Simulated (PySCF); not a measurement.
**NMR data sheet: C5H5O3P**

| Item | Value |
| --- | --- |
| Formula | C5H5O3P |
| SMILES | COC(=O)c1cocp1 |
| InChI | InChI=1S/C5H5O3P/c1-7-5(6)4-2-8-3-9-4/h2-3H,1H3 |
| Point group of the computed structure | Cs |
| Carbon signals | 5 |
| Proton signals | 3 |

Structure with atom numbers: `[CH3:1][O:2][C:3](=[O:4])[c:5]1[cH:6][o:7][cH:8][p:9]1`; H(Xn) means a hydrogen on atom n.

How the numbers were obtained: GIAO PBE0/pcSseg-1 shieldings, GFN2-xTB structure, in PySCF 2.14 (no solvent model, non-relativistic Hamiltonian, averaged over atoms made equivalent by symmetry, fast rotation or ring inversion, one computed conformer).

Referencing at the same level of theory: TMS for $^{1}$H (31.72 ppm) and $^{13}$C (186.93 ppm); $^{31}$P (318.38 ppm) vs H3PO4; $^{17}$O (336.08 ppm) vs H2O.

| carbon | δC, type | δH (multiplicity) | HMBC from (2–3 bonds) | span of the C tensor (ppm) |
| --- | --- | --- | --- | --- |
| C1 | 53.6, CH3 | 4.09 (s) | – | 75 |
| C3 | 170.3, C | – | H(C6), H(C1) | 153 |
| C5 | 142.5, C | – | H(C6), H(C8) | 167 |
| C6 | 160.2, CH | 8.89 (m) | H(C8) | 173 |
| C8 | 190.9, CH | 8.85 (m) | H(C6) | 249 |

Other nuclei:
```csv
atoms,nucleus,environment,δ (ppm),σ (ppm)
P9,$^{31}$P,"phosphorus bonded to 2 C, in a 5-membered ring",141.7,176.6
O4,$^{17}$O,ester carbonyl oxygen,410.5,-74.4
O7,$^{17}$O,aromatic ring oxygen,357.9,-21.9
O2,$^{17}$O,ester alkoxy oxygen,191.1,144.9
```

1. δC 190.9, 160.2: aromatic CH next to the ring oxygen.
2. δC 170.3: ester carbonyl carbon; lone-pair donation from the attached heteroatom keeps it upfield of a ketone carbonyl.
3. δC 142.5: substituted aromatic carbon.
4. δH 8.89, 8.85: hydrogen on an aromatic CH next to the ring oxygen.
5. δH 4.09: hydrogen on a methyl carbon bonded to O; its carbon carries O, hence the downfield position.

Splittings by $^{31}$P in the carbon and heteronuclear signals aren't shown, as no couplings were computed. Shifts are as computed. Against solution values, carbons near 30 ppm lie about +3 ppm off and those near 130 ppm about +5 ppm. Of 1211 compounds with measured shifts, 218 miss one by over three times the rms of a fit or turn the order of signals round; such compounds aren't used in these exercises. Unscaled 17O shifts of doubly bonded oxygen tend to come out too high, by tens of ppm or more. Experimental scales use liquid or dissolved standards, which lie at an offset from isolated H2O (liquid H2O: subtract about 36 ppm) and H3PO4. Multiplicities follow the n + 1 count of equivalent neighbours, as no J values were calculated; m marks all less simple cases, F and P coupling included.
